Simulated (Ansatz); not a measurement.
`ClB(Cl)I` + CH₃NH₂ → `CNB(Cl)Cl` + HI at 298.15 K and 1 bar (ligand exchange at a B–I bond).

Computed with Ansatz on PBE0-D4/def2-TZVP structures; ΔE is electronic, products minus reactants. CCSD(T)/CBS adds triple-zeta CCSD(T) − MP2 to the extrapolated MP2 energy (def2 sets, frozen cores). Elements past krypton have def2 core potentials. For I outer-core shells are correlated without core-valence functions, which leaves a few kJ/mol of doubt a bond. Each species was taken in one conformer, which may not be the lowest.

```tsv
species	CCSD(T)/CBS energy (Eh)	H − E (kJ/mol)	S (J/(mol·K))
`ClB(Cl)I`	-1241.89456	32.7	318.8
CH₃NH₂	-95.75281	180.0	240.4
`CNB(Cl)Cl`	-1039.64309	182.8	335.0
HI	-298.03592	22.7	206.5
```

H − E and S are ideal-gas, rigid-rotor, harmonic terms from PBE0-D4/def2-TZVP, for one conformer and one mirror image of each species. 1 Eh = 2625.50 kJ/mol, R = 8.31446 J/(mol·K).

Task: By hand: ΔE, ΔH, ΔS and ΔG.

Result: ΔE = (-1039.64309) + (-298.03592) − (-1241.89456) − (-95.75281) = -0.03164 Eh = -83.1 kJ/mol. Δ(H − E) = 182.8 + 22.7 − 32.7 − 180.0 = -7.2, so ΔH = -90.3 kJ/mol. ΔS = 335.0 + 206.5 − 318.8 − 240.4 = -17.7 J/(mol·K). ΔG = -90.3 − 298.15 × (-17.7)/1000 = -85.0 kJ/mol.

Task: By hand: the equilibrium constant, and the temperature at which ΔG would vanish if ΔH and ΔS stayed fixed.

Result: log₁₀ K = −ΔG/(RT ln 10) = 14.9. ΔG = 0 at ΔH/ΔS = 5102 K, far beyond where these terms or the molecules hold.

ΔH outweighs TΔS. A doubt of 5 kJ/mol in ΔE shifts log₁₀ K by 0.9 here. Other conformers and mirror images would add mixing entropy, several J/(mol·K) or more a flexible species. These are equilibria of isolated gas molecules and say nothing of rates. Largest T1 diagnostic: 0.011 (customary marks: 0.02 for closed shells, 0.045 for open ones).
